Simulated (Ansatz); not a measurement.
Mulliken charges of CH3FGaO, SMILES `C[O][Ga][F]` radical from ωB97M-V/def2-TZVPP in Ansatz (PBE0-D4/def2-TZVP geometry).

```
atom   x (Å)   y (Å)   z (Å)  charge (e)
  C1   0.649  -0.145  -0.540      -0.161
  O2   0.313  -0.744   0.698      -0.392
 Ga3  -1.133  -0.213   1.609       0.598
  F4  -2.091   1.078   0.868      -0.383
  H5   0.667  -0.913  -1.320       0.114
  H6  -0.052   0.639  -0.847       0.111
  H7   1.647   0.299  -0.467       0.114
```

Question: By hand: the dipole of these point charges (1 e Å = 4.8032 D).

Answer: Σ q r = (0.154, -0.224, 0.145) e Å, of length 0.308 e Å = 1.48 D.

Question: How does the dipole of the full density compare? (Estimate.)

Answer: Ansatz gave: (0.090, -0.157, 0.123) e Å, 1.05 D; the point charges give 1.41 times that, at 7° from its direction.

Point charges leave out the atoms' own dipoles, such as those of lone pairs, and Mulliken's split depends on the basis, so the two needn't agree.
